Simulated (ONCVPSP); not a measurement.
## What the settings do to the ONCV potential of zirconium

Base potential:

| Quantity | Value |
| --- | --- |
| Element | zirconium (Zr) |
| Generator | ONCVPSP 4.0.1 |
| Type | optimised norm-conserving Vanderbilt (ONCV) |
| Functional | PBEsol |
| Relativity | scalar-relativistic |
| Frozen core | [Ar] 3d10 |
| Valence charge | 12 |
| Reference configuration | 4s2 4p6 4d2 5s2 |
| Partial waves | 4s+5s: rc 2.20 bohr, ncon 5, nbas 8, qcut 5.9 1/bohr, 2 projectors; 4p: rc 1.30 bohr, ncon 4, nbas 7, qcut 7.6 1/bohr, 1 projector; 4d: rc 2.60 bohr, ncon 3, nbas 8, qcut 4.8 1/bohr, 1 projector |
| Local potential | polynomial inside 1.15 bohr (lpopt 3, dvloc0 1 Ha) |
| Core correction | Teter function, fcfact 1.75, rcfact 1.1 |

Cutoffs, loose and tight: the cutoffs (Ha) at which the residual kinetic energy of the hardest occupied pseudo-wave falls to 1 and 0.1 mHa per electron. They do not see the model core or the augmentation charge, which bear on the density cutoff. Test errors are all-electron minus pseudo excitation energies from the reference, over the configurations 4s2 4p6 4d2 5s1; 4s2 4p6 4d2 5s0; 4s2 4p6 4d1 5s0; 4s2 4p6 4d2 5s0 5p2. A dash means not determined; rows that change the core or the reference have their own tests.

```tsv
change	outcome	cutoff, loose	cutoff, tight	bound ghosts	GHOST(+) flags above zero	largest test error (meV)
base	generated	25 Ha	43 Ha	none	d	+34
fully relativistic	generated	26 Ha	47 Ha	none	d3/2	+35
local potential polynomial inside 1.25 bohr (lpopt 5, dvloc0 -1 Ha)	generated	25 Ha	43 Ha	none	s, d	+42
p: rc 1.42	generated	24 Ha	30 Ha	none	d	+38
core [Ar] 3d10 4s2, valence charge 10; reference 4p6 4d3 5s1; waves now 5s: rc 2.85 bohr, ncon 5, nbas 9, qcut 2.1 1/bohr, 2 projectors, debl 1.4 Ha; 4p: rc 2.10 bohr, ncon 4, nbas 8, qcut 6.6 1/bohr, 2 projectors, debl 1.2 Ha; 4d: rc 2.80 bohr, ncon 4, nbas 8, qcut 6.4 1/bohr, 2 projectors, debl 3.8 Ha; local potential polynomial inside 2.10 bohr (lpopt 4, dvloc0 4 Ha)	generated	11 Ha	14 Ha	none	none	-297
s: qcut 8.4	generated	25 Ha	43 Ha	none	s, d	+36
s: qcut 3.6	generated	25 Ha	43 Ha	none	d	+32
p: nbas 9	generated	24 Ha	37 Ha	none	d	+36
```

What comes out with this change to the base: s: qcut 4.4; p: qcut 5.6; d: qcut 3.6?

outcome: generated; cutoff, loose: 64 Ha; cutoff, tight: 84 Ha; bound ghosts: none; GHOST(+) flags above zero: s, d; largest test error (meV): +40.
